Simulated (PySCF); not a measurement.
PySCF 2.14 output of a UHF calculation on a single atom or ion in x2c-SVPall (4s3p1d, 18 functions), with the spin-free X2C one-electron Hamiltonian (Gaussian nucleus):

```
SCF conv_tol = 1e-09
number electrons alpha = 9  beta = 7
cycle= 1 E= -526.896059329497  delta_E= -0.00406  |g|= 0.0252  |ddm|= 0.0579
cycle= 2 E= -526.896412348178  delta_E= -0.000353  |g|= 0.00755  |ddm|= 0.0173
cycle= 3 E= -526.89644758362  delta_E= -3.52e-05  |g|= 0.000313  |ddm|= 0.00752
cycle= 4 E= -526.896447658261  delta_E= -7.46e-08  |g|= 2.84e-05  |ddm|= 0.000539
cycle= 5 E= -526.896447658836  delta_E= -5.75e-10  |g|= 5.9e-06  |ddm|= 6.25e-05
converged SCF energy = -526.896447658836  <S^2> = 2.005778  2S+1 = 3.0038495
```

The run itself started from symmetry-adapted Hartree-Fock orbitals and held the occupation by maximum overlap, so the iterations belong to that start.

**Question.** Which element, charge and spin multiplicity is this?

**Answer.** Ar²⁺ (argon, charge +2), multiplicity 3; the state was [Ne] 3s2 3p4, high-spin 3P determinant.
